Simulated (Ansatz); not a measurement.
Geometry optimisation, RKS PBE/def2-SVP in Ansatz.

input.yaml

```yaml
crystal:
  periodic: [false, false, false]
  atoms:
    - { symbol: B, position_ang: [0.052871, 0.587591, -0.466198] }
    - { symbol: O, position_ang: [-0.093481, 0.071929, 2.097511] }
    - { symbol: H, position_ang: [-0.786895, -0.217292, 1.464075] }
    - { symbol: "N", position_ang: [1.264228, 0.000183, -0.908103] }
    - { symbol: H, position_ang: [1.329497, -0.984812, -1.157948] }
    - { symbol: H, position_ang: [2.154094, 0.391088, -0.599868] }
    - { symbol: "N", position_ang: [-1.238706, -0.045827, -0.562684] }
    - { symbol: H, position_ang: [-1.359244, -0.929512, -1.057282] }
    - { symbol: H, position_ang: [-2.07018, 0.544323, -0.614233] }
    - { symbol: F, position_ang: [0.069588, 1.85526, -0.011495] }
    - { symbol: H, position_ang: [-0.108173, 1.049269, 1.944326] }
basis:
  gaussian: { orbitals: def2-SVP }
hamiltonian:
  xc: pbe
relax:
  f_tol: 0.03
  max_steps: 50
```

Run as:

```bash
$ ansatz run input.yaml --threads 2 --pin off --max-ram 3072MiB --backend cpu --events-out ev --progress --plain --runs-dir out
```

Task: Where does it end, and by what steps?

Result: The run converged. After 11 steps the energy has fallen by 0.063 eV; H11 moved furthest, 0.39 Å.

```csv
step,energy less start (eV),largest force component (eV/Å),accepted
0,0.0000,0.805,yes
1,-0.0373,0.789,yes
2,0.1421,1.902,no
3,-0.0558,0.237,yes
4,-0.0585,0.136,yes
5,-0.0573,0.170,no
6,-0.0604,0.086,yes
7,-0.0623,0.074,yes
8,-0.0627,0.074,yes
9,-0.0630,0.045,yes
10,-0.0632,0.043,yes
11,-0.0633,0.019,yes
```

```xyz
11
Properties=species:S:1:pos:R:3
B 0.096 0.619 -0.595
O -0.258 -0.004 2.266
H -0.781 -0.178 1.450
N 1.294 -0.018 -0.988
H 1.362 -1.018 -1.170
H 2.193 0.425 -0.807
N -1.191 -0.021 -0.552
H -1.344 -0.945 -0.956
H -2.030 0.560 -0.578
F 0.139 1.930 -0.229
H -0.266 0.971 2.287
```

Whether the end is a true minimum wasn't checked by a vibrational analysis.

Run time: 12 s on 2 threads of Intel(R) Xeon(R) 6975P-C (Granite Rapids) (shared host), peak memory 0.16 GiB.
